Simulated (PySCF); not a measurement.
CH6O3Sn, charge +1, multiplicity 2. Atoms are numbered in the order given.

```xyz
11

O      1.7912     0.6863     0.5106
Sn     0.0000     0.0000     0.1317
O     -0.3012    -1.8944     0.5106
O     -1.4900     1.2080     0.5106
C      0.0000     0.0000    -2.2758
H      1.8408     1.6394     0.7103
H      0.4993    -2.4139     0.7103
H     -2.3401     0.7745     0.7103
H      1.0526     0.2610    -2.4387
H     -0.7523     0.7811    -2.4387
H     -0.3003    -1.0421    -2.4387
```
Charge +1, spin multiplicity 2.

Coordinates come from a B3LYP-D3(BJ)/def2-SVP optimisation. The def2 effective core potentials stand for the cores of Sn; spin–orbit coupling is left out. Other conformers were not sampled.

The numbers are results of B3LYP/def2-TZVP in PySCF, not measurements.

ESP charges are fitted to the potential on shells at 1.4 to 2.0 van der Waals radii. Atomic charges (e):

```csv
atom,Mulliken,ESP fit,Mulliken spin
O1,-0.56,-0.61,0.12
Sn2,1.30,1.13,0.04
O3,-0.56,-0.61,0.12
O4,-0.56,-0.61,0.12
C5,-0.36,-0.21,0.63
H6,0.36,0.46,0.00
H7,0.36,0.46,0.00
H8,0.36,0.46,0.00
H9,0.21,0.18,-0.01
H10,0.21,0.18,-0.01
H11,0.21,0.18,-0.01
```
